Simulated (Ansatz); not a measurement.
`[NH]=[W](=[NH])([NH2])[OH]` + `N[CH2][GeH2][NH2]` → `[NH]=[W](=[NH])([NH2])[NH2]` + `N[CH2][GeH2][OH]`  (redistribution)

Isolated molecules relaxed with PBE0-D4/def2-TZVP in Ansatz; ΔE leaves out vibrations. CBS: MP2 limit from def2 TZ/QZ plus the TZ coupled-cluster correction, frozen cores. Functionals use def2-TZVPP. B3LYP here is the variant with VWN-RPA as its local correlation; programs differ in this. Elements past krypton have def2 core potentials. For Ge, W outer-core shells are correlated without core-valence functions, which leaves a few kJ/mol of doubt a bond. Scalar relativity is left out up to krypton. Each species was taken in one conformer, which may not be the lowest.

| level | ΔE (kJ/mol) | difference from CCSD(T)/CBS |
| --- | --- | --- |
| PBE-D4 | 4.5 | 4.0 |
| r2SCAN-D4 | 4.8 | 4.3 |
| PBE0-D4 | 3.1 | 2.6 |
| B3LYP-D4 | 1.8 | 1.3 |
| ωB97X-V | 3.5 | 3.0 |
| ωB97M-V | 3.0 | 2.5 |
| B2PLYP | 2.3 | 1.8 |
| PBE | 5.2 | 4.7 |
| r2SCAN | 4.9 | 4.4 |
| PBE0 | 3.7 | 3.2 |
| B3LYP | 2.9 | 2.4 |
| HF/def2-TZVPP | 0.5 | 0.0 |
| MP2/def2-TZVPP | 0.0 | -0.5 |
| SCS-MP2/def2-TZVPP | 0.2 | -0.3 |
| CCSD/def2-TZVPP | 1.1 | 0.6 |
| CCSD(T)/def2-TZVPP | 1.4 | 0.9 |
| HF/def2-QZVPP | -0.4 | -0.9 |
| MP2/def2-QZVPP | -0.8 | -1.3 |
| SCS-MP2/def2-QZVPP | -0.6 | -1.1 |
| HF/CBS(def2) | -0.5 | -1.0 |
| MP2/CBS(def2) | -0.8 | -1.3 |
| CCSD/CBS(def2) | 0.2 | -0.3 |
| CCSD(T)/CBS | 0.5 | 0 |

Largest T1 diagnostic among the species: 0.020, so the coupled-cluster value is less sure than usual.
